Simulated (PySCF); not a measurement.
C2H4BFO2. Atoms are numbered in the order given.

```xyz
10

C     -0.0052     1.9706     0.0000
O     -0.8991     0.8568     0.0000
B     -0.5340    -0.4357     0.0000
F     -1.5152    -1.3505     0.0000
C      0.9758    -1.0269     0.0000
O      1.9996    -0.3554     0.0000
H      1.0531     1.6476     0.0000
H     -0.2148     2.5870     0.8974
H     -0.2148     2.5870    -0.8974
H      1.0556    -2.1620     0.0000
```

Geometry optimised at PBE-D3(BJ)/def2-SVP. This is a generated structure with no PubChem entry under its InChIKey; it may be hypothetical. The values are those of a single conformer.

Method: PBE-D3(BJ)/def2-SVP (PySCF).

No scaling factor is applied to the harmonic values.

Q: List the normal modes with their intensities. (An estimate is asked for; the answer gives what the named calculation found.)

A: 
```json
[
 {"mode": "1", "ν (cm⁻¹)": "82", "IR (km/mol)": "11.2", "moving atoms (share of kinetic energy)": "H 38 %, C 33 %, O 23 %"},
 {"mode": "2", "ν (cm⁻¹)": "124", "IR (km/mol)": "0.4", "moving atoms (share of kinetic energy)": "H 87 %, O 9 %"},
 {"mode": "3", "ν (cm⁻¹)": "168", "IR (km/mol)": "2.9", "moving atoms (share of kinetic energy)": "O 49 %, H 20 %, C 16 %, F 14 %"},
 {"mode": "4", "ν (cm⁻¹)": "220", "IR (km/mol)": "12.9", "moving atoms (share of kinetic energy)": "O 51 %, C 27 %, H 11 %"},
 {"mode": "5", "ν (cm⁻¹)": "271", "IR (km/mol)": "0.4", "moving atoms (share of kinetic energy)": "O 36 %, C 25 %, H 19 %, F 12 %, B 8 %"},
 {"mode": "6", "ν (cm⁻¹)": "385", "IR (km/mol)": "7.1", "moving atoms (share of kinetic energy)": "F 37 %, O 34 %, C 24 %"},
 {"mode": "7", "ν (cm⁻¹)": "446", "IR (km/mol)": "17.9", "moving atoms (share of kinetic energy)": "B 67 %, H 20 %"},
 {"mode": "8", "ν (cm⁻¹)": "561", "IR (km/mol)": "27.4", "moving atoms (share of kinetic energy)": "F 46 %, O 20 %, C 19 %, B 12 %"},
 {"mode": "9", "ν (cm⁻¹)": "713", "IR (km/mol)": "29.3", "moving atoms (share of kinetic energy)": "C 56 %, O 25 %, H 16 %"},
 {"mode": "10", "ν (cm⁻¹)": "921", "IR (km/mol)": "6.8", "moving atoms (share of kinetic energy)": "H 46 %, C 35 %, B 16 %"},
 {"mode": "11", "ν (cm⁻¹)": "1045", "IR (km/mol)": "54.7", "moving atoms (share of kinetic energy)": "C 39 %, O 37 %, B 18 %"},
 {"mode": "12", "ν (cm⁻¹)": "1149", "IR (km/mol)": "0.0", "moving atoms (share of kinetic energy)": "H 77 %, C 18 %"},
 {"mode": "13", "ν (cm⁻¹)": "1154", "IR (km/mol)": "14.1", "moving atoms (share of kinetic energy)": "H 71 %, C 19 %"},
 {"mode": "14", "ν (cm⁻¹)": "1258", "IR (km/mol)": "109.0", "moving atoms (share of kinetic energy)": "B 51 %, H 20 %, F 19 %"},
 {"mode": "15", "ν (cm⁻¹)": "1372", "IR (km/mol)": "13.3", "moving atoms (share of kinetic energy)": "H 63 %, C 13 %, O 12 %, B 11 %"},
 {"mode": "16", "ν (cm⁻¹)": "1383", "IR (km/mol)": "121.6", "moving atoms (share of kinetic energy)": "H 67 %, B 18 %, C 9 %"},
 {"mode": "17", "ν (cm⁻¹)": "1422", "IR (km/mol)": "8.0", "moving atoms (share of kinetic energy)": "H 96 %"},
 {"mode": "18", "ν (cm⁻¹)": "1438", "IR (km/mol)": "4.5", "moving atoms (share of kinetic energy)": "H 97 %"},
 {"mode": "19", "ν (cm⁻¹)": "1502", "IR (km/mol)": "271.6", "moving atoms (share of kinetic energy)": "B 47 %, O 26 %, H 24 %"},
 {"mode": "20", "ν (cm⁻¹)": "1741", "IR (km/mol)": "54.1", "moving atoms (share of kinetic energy)": "C 60 %, O 38 %"},
 {"mode": "21", "ν (cm⁻¹)": "2738", "IR (km/mol)": "182.3", "moving atoms (share of kinetic energy)": "H 92 %"},
 {"mode": "22", "ν (cm⁻¹)": "2972", "IR (km/mol)": "51.3", "moving atoms (share of kinetic energy)": "H 98 %"},
 {"mode": "23", "ν (cm⁻¹)": "3063", "IR (km/mol)": "14.6", "moving atoms (share of kinetic energy)": "H 90 %, C 10 %"},
 {"mode": "24", "ν (cm⁻¹)": "3091", "IR (km/mol)": "0.6", "moving atoms (share of kinetic energy)": "H 90 %, C 10 %"}
]
```
